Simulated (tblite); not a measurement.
Species: C5H10NSi (doublet state).
Structure used (GFN2-xTB), in Å, numbered top down from 1:
```
atom  x, y, z in Å
C1    -2.7364    1.0719   -0.2971
C2    -1.6332    0.3586   -0.2271
C3    -0.2877    0.4500   -0.9082
C4     0.1253   -0.7218   -0.0658
N5     1.3613   -0.9574    0.4735
Si6    2.8369   -0.1048    0.1571
C7    -1.2146   -0.8253    0.6146
H8    -2.8252    1.9133   -0.9641
H9    -3.5970    0.8452    0.3103
H10    0.2642    1.3803   -0.7287
H11   -0.3091    0.2791   -1.9883
H12    1.3243   -1.5828    1.2659
H13    3.8383   -0.9410    0.8132
H14    2.9766   -0.0197   -1.2969
H15    2.8710    1.2593    0.7112
H16   -1.2247   -0.6482    1.6974
H17   -1.7771   -1.7446    0.4231
```

Level: GFN2-xTB in tblite, geometry and Hessian alike; calculated harmonic values, unscaled, isolated species. The method is semi-empirical: single wavenumbers can be off by several per cent or more. Modes of hydrogen on silicon can be 10 to 20 % off. One conformer, not necessarily the lowest. Open shells enter through the occupations alone, without spin polarisation, and single modes of such species can be off by tens of per cent.

Harmonic wavenumbers (cm⁻¹): 45.4, 84.2, 139.2, 140.9, 255.0, 306.2, 391.8, 400.3, 427.4, 529.3, 563.7, 647.3, 656.2, 723.1, 781.2, 809.1, 824.0, 862.9, 886.9, 890.1, 930.5, 980.7, 998.8, 1002.6, 1068.2, 1111.4, 1188.0, 1202.7, 1210.1, 1318.9, 1408.0, 1439.1, 1445.7, 1453.8, 1783.1, 2157.5, 2255.8, 2282.3, 2862.5, 2871.6, 2919.9, 2926.7, 3094.5, 3117.4, 3423.5.

A = 6387, B = 1074, C = 970.2 MHz; mass 112.058 u (most abundant isotopes); point group C1, symmetry number 1; spin multiplicity 2.

Q: Zero-point energy?

A: Half the sum of the wavenumbers: 28409 cm⁻¹ = 81.22 kcal/mol.

Q: What is S at 350 K and 1 bar for an ideal gas of classical rigid rotors and harmonic oscillators?

A: Translation 40.88, rotation 28.75, vibration 29.03, spin (R ln 2) 1.38: S = 100.0 cal/(mol K).

Q: And Cp and H(350 K) − H(0)?

A: Cp = 40.30 cal/(mol K), of which vibrations give 32.35 (their classical limit is 45 R = 89.4); H(350 K) − H(0) = 8.22 kcal/mol without the zero-point energy, 5.44 from vibrations.

Q: Which modes carry the vibrational entropy at 350 K?

A: 45.4 cm⁻¹: 5.33; 84.2 cm⁻¹: 4.11; 139.2 cm⁻¹: 3.12; 140.9 cm⁻¹: 3.10; 255.0 cm⁻¹: 1.98; 306.2 cm⁻¹: 1.66 cal/(mol K); the other 39 give 9.74 together.

Q: How do the functions run with temperature in this model?

A: 
```csv
T (K),S (cal/(mol K)),Cp (cal/(mol K)),H − H(0) (kcal/mol),G − H(0) (kcal/mol),ln q(vib)
100,68.0,16.4,1.20,-5.59,1.42
200,82.0,25.4,3.28,-13.12,3.52
300,94.2,35.5,6.32,-21.94,5.68
500,116.5,52.4,15.22,-43.06,10.18
800,144.9,68.0,33.49,-82.42,16.81
1000,160.8,74.6,47.78,-113.02,20.94
```

q(vib) and H(0) count from the zero-point level.

Hindered rotation and anharmonicity are outside this model. Other conformers, if any are populated, would add a mixing term that is left out. The structure is chiral; the term R ln 2 for an equal mix with its mirror image is left out.
